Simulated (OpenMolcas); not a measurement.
Fe2+, Ru2+, Os2+: d6 down the group

```
Program             : OpenMolcas
Method              : MS-CASPT2, IPEA 0.25 Eh, imaginary shift 0.1 Eh
Basis               : ANO-RCC-VQZP
Scalar Hamiltonian  : DKH2, point nucleus
Spin-orbit coupling : state interaction with AMFI integrals over the reference wave functions, term energies averaged over their components
```

Active space for each ion: 6 electrons in 6 orbitals (d s); closed shells correlated by CASPT2: Fe2+ 3s 3p; Ru2+ 4s 4p; Os2+ 5s 5p.

Computed levels in cm-1 above 5D4:

```csv
Level,Fe2+,Ru2+,Os2+
5D3,470,1236,4750
5D2,797,1948,4540
5D1,1007,2420,7090
5D0,1110,2640,7380
3H6,19650,15640,17830
3H5,19880,15840,25080
3P1(1),19900,18630,29080
3G5,23950,19070,16860
1I6,29810,24160,30210
weight of 5D in the lowest level (%),100,98,84
```

Mixed levels, with the weight of the term that names them: Os2+ 5D2 (66 %), Os2+ 3H5 (58 %), Os2+ 3P1(1) (68 %), Os2+ 3G5 (59 %).

Measured, with the error of the calculation in %. Measured levels: Fe2+ from Corliss and Sugar, J. Phys. Chem. Ref. Data 11, 135 (1982); Ru2+ from Moore, Atomic Energy Levels, vol. III, NSRDS-NBS 35 (1971 reprint of NBS Circular 467, 1958).

```
 Level          Fe2+         Ru2+
   5D3    436 (+7.8)  1159 (+6.7)
   5D2    739 (+7.9)  1826 (+6.7)
   5D1    932 (+8.0)  2266 (+6.7)
   5D0   1027 (+8.0)  2476 (+6.8)
   3H6  20051 (-2.0)             
   3H5  20301 (-2.1)             
3P1(1)  20688 (-3.8)             
   3G5  24559 (-2.5)             
   1I6  30356 (-1.8)
```

The fine-structure level 5D0 changes by a factor of 6.65 from Fe2+ to Os2+.

Without spin-orbit coupling 3H lies 19420, 15030, 15210 cm-1 above 5D in that order; the difference to the level 3H6, of either sign, comes from spin-orbit coupling, which also lowers the zero.

Term energies are means over components that CASPT2 splits; among the terms shown or strongly mixed into the levels shown the widest spread is 2900 cm-1 (3d6 1I, Fe2+). Over all roots computed the reference weight is 0.88 to 0.94 in Fe2+; the roots of lowest weight are the least certain, and an intruder state may touch them. Blocks of more than 70 roots (2S+1 = 3 even) ran without multistate coupling. Some high roots are left out of the spin-orbit mixing, which shifts the levels that they would mix with. Terms from blocks run as CI alone lack orbitals of their own. Configurations are named by rounded mean occupations; where the s occupation lies near a half they are strongly mixed, a name can repeat and a true partner stay unpaired (holds for Os2+). The lowest spin-free term belongs to 5d5 6s, not to the configuration of the lowest level (holds for Os2+). Computed and measured levels are paired by configuration, term and J; levels that our copy of the source lacks, or whose pairing is in doubt (as where it misses far off the trend of its configuration), stay unpaired and out of the deviations. Levels of configurations outside the active space are missing.

A number in round brackets counts repeated terms of one configuration in the order of the reference energies.
